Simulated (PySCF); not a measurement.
C3H10NSSi (charge +1).
Numbering: `[CH2:1]=[CH:2][Si@H:3]([SH:4])[NH2+:5][CH3:6]` (hydrogens: H7, H8 on C1; H9 on C2; H10 on Si3; H11 on S4; H12, H13 on N5; H14, H15, H16 on C6)

Level of theory: PBE0-D3(BJ)/def2-SVP geometry optimisation, gas phase (PySCF 2.14.0).

Question: Give the optimised bond lengths and angles.

Answer: 
```tsv
bond	length (Å)	order
C1=C2	1.342	double
C2–Si3	1.836	single
Si3–S4	2.109	single
Si3–N5	1.927	single
N5–C6	1.486	single
C1–H7	1.096	single
C1–H8	1.095	single
C2–H9	1.098	single
Si3–H10	1.481	single
S4–H11	1.354	single
N5–H12	1.027	single
N5–H13	1.028	single
C6–H14, C6–H15, C6–H16	1.097	single
```

Bonds in one row agree within 0.01 Å and their mean is given. Orders are formal, as drawn. A selection of angles:
```tsv
angle	degrees
C2–C1–H7	122.6
C2–C1–H8	121.4
H7–C1–H8	116.0
C1–C2–Si3	120.9
C1–C2–H9	119.0
Si3–C2–H9	120.1
C2–Si3–S4	118.1
C2–Si3–N5	104.2
C2–Si3–H10	115.7
S4–Si3–N5	105.1
S4–Si3–H10	111.4
N5–Si3–H10	99.6
Si3–S4–H11	94.0
Si3–N5–C6	115.6
Si3–N5–H12	108.4
Si3–N5–H13	107.7
C6–N5–H12	109.5
C6–N5–H13	110.2
H12–N5–H13	104.9
N5–C6–H14	108.7
H14–C6–H15	109.4
```

Dihedral angles: C1–C2–Si3–S4 -133° (anticlinal); C2–Si3–N5–C6 -177° (antiperiplanar); H11–S4–Si3–C2 -20° (synperiplanar).

C2 (alkene CH carbon) is planar (angles 120.9°, 120.1° and 119.0°, sum 359.9°, 0.02 Å off the plane of its three neighbours). Of the pairs four or more bonds apart, S4···H14 is among the closest relative to their van der Waals radii: 3.02 Å, 101 % of the sum of Bondi's values. N5 (nitrogen bonded to C, Si and 2 H) is distorted tetrahedral (angles from 104.9° to 115.6°). Si3 (SiH silicon) is distorted tetrahedral (angles from 99.6° to 118.1°). S4 (sulfur bonded to Si and H) is bent (angle 94.0°). C1 (terminal =CH2 carbon) is planar (angles 122.6°, 121.4° and 116.0°, sum 360.0°, 0.00 Å off the plane of its three neighbours).

Point group: C1 (no symmetry element, even within 0.4 Å). No frequency check. Torsions: C1–C2–Si3–S4 -133°, C2–Si3–S4–H -20°, C2–Si3–N5–C6 -177°.

Time: 99 s wall; peak memory 0.65 GiB. Hardware: Arm Neoverse V1, one thread, shared host with 32 logical CPUs at a one-minute load of 14. These figures are those of the optimisation.

One conformer stands for the species.
